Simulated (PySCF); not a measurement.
An unknown is described by computed data only.

Elements present: B, C, Cl, H and O. Monoisotopic mass: 147.9654 u.

- 13C NMR: chemical shifts (computed TMS as zero) by class: 157.9 (1 C), 149.7 (1 C), 128.5 (1 C), 111.7 (1 C) ppm [GIAO KT2/pcSseg-2]
- UV, first state: lowest singlet excitation: 4.87 eV (255 nm, f = 0.425) [TDDFT CAM-B3LYP/def2-SVPD]
- Dipole: 3.06 D [CAM-B3LYP/def2-SVPD]
- Triplet: lowest triplet excitation (Tamm–Dancoff): 3.22 eV [TDA CAM-B3LYP/def2-SVPD]
- Rotational structure: rotational constants A, B, C: 2.359, 1.016, 0.710 GHz [PBE0-D3(BJ)/def2-SVP]
- Polarisability: 92.2 au [CAM-B3LYP/def2-SVPD]

Gas-phase values; electronic properties from PySCF, density fitting. Levels stand in brackets. Isolated species at its PBE0-D3(BJ)/def2-SVP geometry, gas phase. NMR classes are plain means over equivalent atoms (diastereotopic ones count apart unless rotation or inversion swaps them), as if these changed places fast.

Question: Which formula fits the mass and the elements?

Answer: C4H3BCl2O (calculated 147.9654). No other formula that holds each of these elements comes within 0.0003 u with a fitting electron parity and a possible valence count.

Question: Propose a structure and show how it fits.

Answer: Numbering: `[Cl:1][B:2]([Cl:3])[c:4]1[cH:5][cH:6][cH:7][o:8]1`. 4 carbons fall into 4 classes; from least to most shielded: substituted aromatic carbon [C4] (157.9 ppm), aromatic CH next to a ring oxygen [C7] (149.7 ppm), aromatic CH carbon [C5] (128.5 ppm), aromatic CH carbon [C6] (111.7 ppm). S1 is mainly HOMO→LUMO (weight 0.98); the largest Löwdin shares of the orbital it empties are 0.27 on the substituted aromatic carbon, 0.24 on the aromatic CH next to a ring oxygen, 0.14 on an aromatic CH carbon and 0.11 on an aromatic CH carbon, of the orbital it fills 0.28 on the three-coordinate boron, 0.14 on an aromatic CH carbon, 0.11 on the substituted aromatic carbon and 0.11 on a chlorine bonded to B. The optimised geometry has point group Cs and is an asymmetric top. Structure: `ClB(Cl)c1ccco1`. The assignments are read from this structure; whether some other isomer fits the data as well wasn't checked.

Shape of the structure used: `[Cl:1][B:2]([Cl:3])[c:4]1[cH:5][cH:6][cH:7][o:8]1`: Cl1–B2–C4–C5 0°.
